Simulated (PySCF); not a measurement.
# Computed spin Hamiltonian

C6H6O3 (charge +1 and doublet state).
Cartesian coordinates in Å at the GFN2-xTB level; atoms count from 1:
```
atom  x, y, z in Å
O1    -2.0588    2.2437    0.4070
C2    -1.5451    1.1758    0.2112
C3    -0.0890    1.0099    0.0806
C4     0.4636   -0.1967   -0.1221
C5     1.9785   -0.4312   -0.2890
O6     2.7651    0.6132    0.1148
O7    -0.2378   -1.3238   -0.2299
C8    -1.5626   -1.2395   -0.1439
C9    -2.2393   -0.0984    0.0612
H10    0.4918    1.9179    0.1401
H11    2.2043   -1.3807    0.2143
H12    2.1294   -0.5548   -1.3734
H13    3.0616    0.5393    1.0333
H14   -2.0495   -2.2029   -0.2525
H15   -3.3166   -0.0639    0.1262
```

The hyperfine couplings belong to this conformer and change with its torsions.

Identity: `C(C1=CC([CH+][CH]O1)=O)O` [radical] (charge +1).

Method used: UKS B3LYP, pcH-1 on C H O, non-relativistic, mean-field spin-orbit, GIAO in PySCF 2.14.0. One conformer (not necessarily the lowest) at the GFN2-xTB geometry, without solvent, vibrations or thermal averaging. Couplings are sensitive to structure, and on GFN2-xTB geometries they can be far from those on DFT ones, by a factor of two or more for some ions and for spin on atoms past the first row. The SCF solution wasn't tested for stability.

```
g1, g2, g3        : 2.00230, 2.00838, 2.02354
g_iso             : 2.01141
Form of g         : rhombic: the two nearest values differ by 29 % of g3 − g1
⟨S²⟩              : 0.7558 (exact 0.7500)
α and β electrons : 33, 32
Total energy      : -457.57751 Eh
```

Isotropic coupling and dipolar principal values T1 to T3, in mT (MHz turned into mT with g_iso):

```json
{"atom": "O1", "isotope": "17O", "a_iso": "-1.53", "T1": "-8.07", "T2": "3.75", "T3": "4.33", "Mulliken spin population": "0.76"}
{"atom": "C2", "isotope": "13C", "a_iso": "-2.04", "T1": "-0.48", "T2": "0.21", "T3": "0.27", "Mulliken spin population": "-0.05"}
{"atom": "C3", "isotope": "13C", "a_iso": "2.48", "T1": "-0.52", "T2": "-0.48", "T3": "0.99", "Mulliken spin population": "0.12"}
{"atom": "C4", "isotope": "13C", "a_iso": "-0.47", "T1": "-0.24", "T2": "-0.10", "T3": "0.34", "Mulliken spin population": "0.00"}
{"atom": "C5", "isotope": "13C", "a_iso": "0.00", "T1": "-0.11", "T2": "-0.09", "T3": "0.21", "Mulliken spin population": "0.02"}
{"atom": "O6", "isotope": "17O", "a_iso": "-0.14", "T1": "-0.42", "T2": "0.21", "T3": "0.22", "Mulliken spin population": "0.04"}
{"atom": "O7", "isotope": "17O", "a_iso": "0.02", "T1": "-0.12", "T2": "-0.03", "T3": "0.14", "Mulliken spin population": "0.00"}
{"atom": "C8", "isotope": "13C", "a_iso": "-0.04", "T1": "-0.15", "T2": "-0.01", "T3": "0.16", "Mulliken spin population": "-0.01"}
{"atom": "C9", "isotope": "13C", "a_iso": "2.53", "T1": "-0.45", "T2": "-0.40", "T3": "0.85", "Mulliken spin population": "0.11"}
{"atom": "H10", "isotope": "1H", "a_iso": "0.16", "T1": "-0.30", "T2": "0.00", "T3": "0.31", "Mulliken spin population": "0.00"}
{"atom": "H11", "isotope": "1H", "a_iso": "0.40", "T1": "-0.06", "T2": "-0.01", "T3": "0.07", "Mulliken spin population": "0.00"}
{"atom": "H12", "isotope": "1H", "a_iso": "0.24", "T1": "-0.06", "T2": "0.00", "T3": "0.05", "Mulliken spin population": "0.00"}
{"atom": "H13", "isotope": "1H", "a_iso": "-0.09", "T1": "-0.11", "T2": "-0.02", "T3": "0.13", "Mulliken spin population": "0.00"}
{"atom": "H14", "isotope": "1H", "a_iso": "0.95", "T1": "-0.06", "T2": "-0.02", "T3": "0.08", "Mulliken spin population": "0.01"}
{"atom": "H15", "isotope": "1H", "a_iso": "0.32", "T1": "-0.26", "T2": "0.00", "T3": "0.26", "Mulliken spin population": "0.01"}
```

The largest Mulliken spin populations are on O1 (+0.76), C3 (+0.12) and C9 (+0.11). O1 is the only atom above +0.15.

C8, the radical centre as drawn in `O=C1C=C(CO)O[CH][CH+]1`, holds a spin population of -0.01 out of 1.

Axes: g3 points within 5° of the C3–C4 bond.

Under fast tumbling the dipolar parts average out, and these isotropic splittings remain: 1 × 1H (H14, I = 1/2, 2 lines) with 0.95 mT, 1 × 1H (H15, I = 1/2, 2 lines) with 0.32 mT, 2 × 1H (H11/H12, I = 1/2, 3 lines) with 0.32 mT, 1 × 1H (H10, I = 1/2, 2 lines) with 0.16 mT and 1 × 1H (H13, I = 1/2, 2 lines) with 0.09 mT.

Means are taken over nuclei equivalent by connectivity, which assumes that they swap fast.

The 13C coupling of C9 (71.1 MHz) shows only in satellite lines or after enrichment, since that isotope makes up about 1.07 % of natural carbon.

The 17O coupling of O1 (-43.0 MHz) shows only in satellite lines or after enrichment, since that isotope makes up about 0.038 % of natural oxygen.
